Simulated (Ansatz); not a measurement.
`[SiH3]BCl` + ethanol → `CCOBCl` + SiH₄ at 600 K and 1 bar (cleavage of the B–Si bond).

Calculated with Ansatz (gas phase, PBE0-D4/def2-TZVP geometries, no zero-point term in ΔE). CCSD(T)/CBS adds triple-zeta CCSD(T) − MP2 to the extrapolated MP2 energy (def2 sets, frozen cores). This one scheme is used for every species. Each species was taken in one conformer, which may not be the lowest.

```
    species  CCSD(T)/CBS energy (Eh)  H − E (kJ/mol)  S (J/(mol·K))
`[SiH3]BCl`               -776.06195           143.9          376.1
      `CCO`               -154.88256           250.6          328.9
   `CCOBCl`               -639.54595           280.7          419.1
       SiH₄               -291.46306           108.7          242.3
```

H − E and S are ideal-gas, rigid-rotor, harmonic terms from PBE0-D4/def2-TZVP, for one conformer and one mirror image of each species. 1 Eh = 2625.50 kJ/mol, R = 8.31446 J/(mol·K).

Q: By hand: ΔE, ΔH, ΔS and ΔG.

A: ΔE = (-639.54595) + (-291.46306) − (-776.06195) − (-154.88256) = -0.06450 Eh = -169.3 kJ/mol. Δ(H − E) = 280.7 + 108.7 − 143.9 − 250.6 = -5.1, so ΔH = -174.4 kJ/mol. ΔS = 419.1 + 242.3 − 376.1 − 328.9 = -43.6 J/(mol·K). ΔG = -174.4 − 600 × (-43.6)/1000 = -148.2 kJ/mol.

Q: By hand: the equilibrium constant, and the temperature at which ΔG would vanish if ΔH and ΔS stayed fixed.

A: log₁₀ K = −ΔG/(RT ln 10) = 12.9. ΔG = 0 at ΔH/ΔS = 4000 K, far beyond where these terms or the molecules hold.

ΔH outweighs TΔS. A doubt of 5 kJ/mol in ΔE shifts log₁₀ K by 0.4 here. Other conformers and mirror images would add mixing entropy, several J/(mol·K) or more a flexible species. Modes under 60 cm⁻¹, often nearly free rotors, make the harmonic entropy too high. These are equilibria of isolated gas molecules and say nothing of rates. Largest T1 diagnostic: 0.014 (customary marks: 0.02 for closed shells, 0.045 for open ones).
